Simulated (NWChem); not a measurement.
System: C$_{3}$H$_{3}$N$_{2}$, doublet; SMILES n1c[nH][c]c1

Excerpt of the output:

```
             Northwest Computational Chemistry Package (NWChem) 7.3.0
             --------------------------------------------------------

 CS  symmetry detected

                             Geometry "geometry" -> ""
                             -------------------------

 Output coordinates in angstroms (scale by  1.889725989 to convert to a.u.)

  No.       Tag          Charge          X              Y              Z
 ---- ---------------- ---------- -------------- -------------- --------------
    1 C                    6.0000    -1.18187724    -0.02628917     0.00000000
    2 C                    6.0000    -0.40223013    -1.13720606     0.00000000
    3 N                    7.0000     0.88852345    -0.72415661     0.00000000
    4 C                    6.0000     0.89635773     0.58814874     0.00000000
    5 N                    7.0000    -0.36254548     1.06763547     0.00000000
    6 H                    1.0000    -0.67197487    -2.17037908     0.00000000
    7 H                    1.0000     1.78182276     1.19064337     0.00000000
    8 H                    1.0000    -0.66519582     2.02746259     0.00000000

 Effective nuclear repulsion energy (a.u.)     155.8885575699

      Symmetry information
      --------------------

 Group name             Cs
 Group number              2
 Group order               2
 No. of unique centers     8

                                Z-matrix (autoz)
                                --------

 Units are Angstrom for bonds and degrees for angles

[...]

      ----------------------
      Optimization converged
      ----------------------

  Step       Energy      Delta E   Gmax     Grms     Xrms     Xmax
  ---- ---------------- -------- -------- -------- -------- --------
@    4    -225.09986336 -8.7D-07  0.00007  0.00002  0.00059  0.00148
                                     ok       ok       ok       ok

                                Z-matrix (autoz)
                                --------

 Units are Angstrom for bonds and degrees for angles

[...]

 Rotational Constants
 --------------------
 A=   0.359772 cm-1  (  0.517620 K)
 B=   0.308224 cm-1  (  0.443456 K)
 C=   0.166004 cm-1  (  0.238838 K)

 Temperature                      =   298.15K
 frequency scaling parameter      =   1.0000

 Zero-Point correction to Energy  =   35.804 kcal/mol  (  0.057058 au)
 Thermal correction to Energy     =   38.174 kcal/mol  (  0.060834 au)
 Thermal correction to Enthalpy   =   38.766 kcal/mol  (  0.061778 au)

 Total Entropy                    =   65.072 cal/mol-K
   - Translational                =   38.508 cal/mol-K (mol. weight =  67.0296)
   - Rotational                   =   23.976 cal/mol-K (symmetry #  =        1)
   - Vibrational                  =    2.588 cal/mol-K

 Cv (constant volume heat capacity) =   13.172 cal/mol-K
   - Translational                  =    2.979 cal/mol-K
   - Rotational                     =    2.979 cal/mol-K
   - Vibrational                    =    7.213 cal/mol-K

[normal modes left out]

 ----------------------------------------------------------------------------
 Normal Eigenvalue ||           Projected Infra Red Intensities
  Mode   [cm**-1]  || [atomic units] [(debye/angs)**2] [(KM/mol)] [arbitrary]
 ------ ---------- || -------------- ----------------- ---------- -----------
    1       -0.000 ||    0.000968           0.022         0.943       0.598
    2       -0.000 ||    0.005015           0.116         4.889       3.100
    3        0.000 ||    0.000348           0.008         0.340       0.215
    4        0.000 ||    0.001800           0.042         1.755       1.113
    5        0.000 ||    0.002808           0.065         2.737       1.736
    6        0.000 ||    0.000060           0.001         0.058       0.037
    7      500.383 ||    0.000932           0.021         0.908       0.576
    8      584.057 ||    0.099035           2.285        96.544      61.212
    9      668.963 ||    0.000002           0.000         0.002       0.001
   10      746.890 ||    0.020449           0.472        19.935      12.639
   11      789.302 ||    0.016302           0.376        15.892      10.076
   12      821.673 ||    0.061732           1.424        60.179      38.156
   13      891.819 ||    0.020553           0.474        20.036      12.704
   14     1051.888 ||    0.047519           1.096        46.324      29.371
   15     1093.458 ||    0.007881           0.182         7.683       4.871
   16     1166.304 ||    0.008052           0.186         7.849       4.977
   17     1206.256 ||    0.004197           0.097         4.092       2.594
   18     1298.864 ||    0.003405           0.079         3.319       2.105
   19     1393.914 ||    0.002510           0.058         2.447       1.551
   20     1416.868 ||    0.003810           0.088         3.714       2.355
   21     1486.855 ||    0.014181           0.327        13.824       8.765
   22     3177.043 ||    0.001273           0.029         1.241       0.787
   23     3206.857 ||    0.000600           0.014         0.585       0.371
   24     3555.998 ||    0.064862           1.496        63.231      40.090
 ----------------------------------------------------------------------------
```

Level: PBE-D3(BJ)/def2-SVP, spin-unrestricted. In the optimisation the excess spin sits in a' (Cs, its own frame).

Question: Which NWChem input produces such a log?

Answer: One answer among several that fit: the input that was run:
```
start job
memory heap 200 mb stack 900 mb global 1100 mb
geometry units angstroms
  C      0.259769    -1.003625     0.553686
  C      1.174809    -0.184052    -0.023365
  N      0.499259     0.863047    -0.556160
  C     -0.778714     0.689232    -0.313714
  N     -0.977973    -0.453383     0.371466
  H      2.236857    -0.272697    -0.089734
  H     -1.552535     1.363634    -0.619379
  H     -1.847270    -0.844269     0.694570
end
basis spherical
  * library def2-svp
end
dft
  odft
  mult 2
  xc xpbe96 cpbe96
  disp vdw 4
  iterations 150
end
driver
  maxiter 120
end
task dft optimize
task dft freq
```
